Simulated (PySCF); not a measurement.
**UHF on K⁺ (potassium, charge +1)**

Configuration: [Ar], closed-shell 1S. Computed with PySCF 2.14 in cc-pVTZ-X2C (6s5p3d1f, 43 functions), with the spin-free X2C one-electron Hamiltonian (Gaussian nucleus).

```
Total energy                        : -601.316509 hartree
One-electron energy                 : -822.8248 hartree
Hartree (Coulomb) energy            : 254.2912 hartree
Exchange energy                     : -32.7829 hartree
⟨S²⟩                                : 0.0000
⟨L²⟩                                : 0.000
Sum of ⟨r⟩                          : 14.15 bohr
Sum of ⟨r²⟩                         : 19.49 bohr²
Langevin diamagnetic susceptibility : -15.4 ×10⁻⁶ cm³/mol
Time after the integrals            : 0.09 s of wall time on 1 thread of Neoverse-V1 (shared host)
```

| shell | electrons | mean orbital energy (eV) | rms radius, mean of both spins (bohr) |
| --- | --- | --- | --- |
| 1s | 2 | -3656.1 | 0.0937 |
| 2s | 2 | -403.31 | 0.418 |
| 2p | 6 | -319.61 | 0.388 |
| 3s | 2 | -53.810 | 1.37 |
| 3p | 6 | -31.853 | 1.55 |

Densities and radii are taken from the X2C orbitals without a picture-change correction, which distorts them close to the nucleus.
